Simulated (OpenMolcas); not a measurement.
Au6+ among 6 point charges of -0.75 e arranged as a tetragonal octahedron (D4h), 1.9 Å from the ion, with the axial distance 1.691 Å.

```json
{"Program": "OpenMolcas 26.06", "Method": "SS-CASPT2, IPEA 0.25 Eh, imaginary shift 0.1 Eh (closed shells correlated: 5s 5p)", "Basis": "ANO-RCC-VDZP [7s6p4d2f]", "Scalar Hamiltonian": "DKH2, point nucleus", "Active space": "5 electrons in 5 orbitals (5d)", "State averaging": "2S+1 = 6 even, 1 root; 2S+1 = 4 even, 24 roots; 2S+1 = 2 even, 75 roots", "Spin-orbit coupling": "RASSI with atomic mean-field integrals over the reference wave functions"}
```

Q: What is the spin-free ground state (labels of D4, the rotations of D4h)?

A: 6A1, 1-fold in its orbital part, 100 % from free-ion S terms; it has the highest spin that d5 allows.

Q: What are the lowest two levels with spin-orbit coupling?

A: A 2-fold level E3/2 with g = 2.92, 2.92, 7.24, then a 2-fold level E3/2 130 cm-1 above it. Their leading multiplicities are 6 (74 %) and 6 (75 %).

Q: What is χT at 300 K?

A: 3.73 cm3 K/mol.

Point charges give a weaker field than real ligands, and real ions of this kind are as a rule low spin; the high spin found here belongs to the model. Free-ion shares, where given, are those of the reference states; single-state CASPT2 does not remix them. This is an electrostatic model: the charges have no orbitals. No measured value stands beside these numbers.
